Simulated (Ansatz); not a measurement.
Isolated molecules relaxed with PBE0-D4/def2-TZVP in Ansatz; ΔE leaves out vibrations. CBS: MP2 limit from def2 TZ/QZ plus the TZ coupled-cluster correction, frozen cores. This one scheme is used for every species. DFT in def2-TZVPP. B3LYP here is the variant with VWN-RPA as its local correlation; programs differ in this. Elements past krypton have def2 core potentials. For Te outer-core shells are correlated without core-valence functions, which leaves a few kJ/mol of doubt a bond. Each species was taken in one conformer, which may not be the lowest.

Consider the ligand exchange at a B–S bond: `CSBS` + H₂Te → `CSB[TeH]` + H₂S.

```
          level  ΔE (kcal/mol)  difference from CCSD(T)/CBS
         PBE-D4            3.7                          1.4
      revPBE-D4            3.9                          1.6
      r2SCAN-D4            4.2                          1.9
        PBE0-D4            3.9                          1.6
       B3LYP-D4            4.2                          1.9
     r2SCAN0-D4            4.1                          1.8
       BHLYP-D4            4.2                          1.9
   CAM-B3LYP-D4            5.0                          2.7
       PBE-QIDH            3.4                          1.1
            PBE            4.1                          1.8
         revPBE            4.0                          1.7
         r2SCAN            4.3                          2.0
           PBE0            4.2                          1.9
CCSD/def2-TZVPP            3.5                          1.2
  HF/def2-QZVPP            5.2                          2.9
   HF/CBS(def2)            5.2                          2.9
    CCSD(T)/CBS            2.3                            0
```

Q: What do rigid-rotor, harmonic-oscillator terms from PBE0-D4/def2-TZVP frequencies (298.15 K, 1 bar) make of the CCSD(T)/CBS value? (Best estimate.)

A: The calculation gave: ΔZPE = +0.2 kcal/mol, ΔH = +2.8 kcal/mol, ΔS = 1 J/(mol·K), ΔG = +2.7 kcal/mol.

Largest T1 diagnostic among the species: 0.013.

At CCSD(T), def2-SVP lies +3.3 kcal/mol from the extrapolated value and def2-TZVPP +0.9 kcal/mol. In def2-TZVPP, CCSD(T) changes the Hartree–Fock value by −2.2 kcal/mol (the triples alone add −0.4 kcal/mol) and MP2 by −3.2 kcal/mol.
